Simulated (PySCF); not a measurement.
cyclohexanone (C₆H₁₀O), singlet, geometry from GFN2-xTB. Base run: PySCF with BLYP/STO-3G.

The PySCF input:
```python
from pyscf import gto, scf, dft

mol = gto.Mole()
mol.atom = '''
    O     2.253199    0.387474   -0.150590
    C     1.111416    0.214818    0.192485
    C     0.105835    1.336003    0.315463
    C    -1.147624    1.025162   -0.506678
    C    -1.740251   -0.318209   -0.097005
    C    -0.711459   -1.426557   -0.288931
    C     0.547076   -1.144250    0.535743
    H    -0.167164    1.433839    1.369181
    H     0.563393    2.270525   -0.012641
    H    -1.880873    1.821672   -0.365343
    H    -0.883379    0.998155   -1.566146
    H    -2.626733   -0.529311   -0.698208
    H    -2.047472   -0.279800    0.950853
    H    -1.131733   -2.389299    0.008649
    H    -0.440342   -1.492194   -1.344969
    H     1.306607   -1.907141    0.358393
    H     0.292155   -1.148033    1.598487
'''
mol.basis = 'sto-3g'
mol.charge = 0
mol.spin = 0
mol.verbose = 4
mol.build()

mf = dft.RKS(mol)
mf.xc = 'blyp'
mf.kernel()
mf.analyze()
```

Each row names what was changed in the base input (with any setting that the change needs).

```csv
change,ΔE vs base (mEh),fitting functions,dipole (D)
base,0.000,-,1.74
auxbasis = def2-universal-jkfit,-2.300,707,1.74
auxbasis = even-tempered beta=1.6,___,___,1.75
auxbasis = def2-tzvp-ri,___,___,1.74
auxbasis = even-tempered beta=2.0,-11.102,400,1.75
auxbasis = cc-pvqz-jkfit,-0.208,1252,1.74
auxbasis = autoaux,___,___,1.75
auxbasis = cc-pvdz-jkfit,-0.534,720,1.74
auxbasis = cc-pvtz-ri,-2.255,867,1.74
auxbasis = even-tempered beta=3.0,-23.841,261,1.75
```

**Question.** Some entries are withheld; supply them.

**Answer.** 
- auxbasis = even-tempered beta=1.6, ΔE vs base (mEh): -10.503
- auxbasis = even-tempered beta=1.6, fitting functions: 560
- auxbasis = def2-tzvp-ri, ΔE vs base (mEh): -1.878
- auxbasis = def2-tzvp-ri, fitting functions: 682
- auxbasis = autoaux, ΔE vs base (mEh): -11.030
- auxbasis = autoaux, fitting functions: 532

A fitting set is made for a task (jfit for Coulomb, jkfit for Coulomb and exchange, ri for correlation) and for a family of orbital bases.
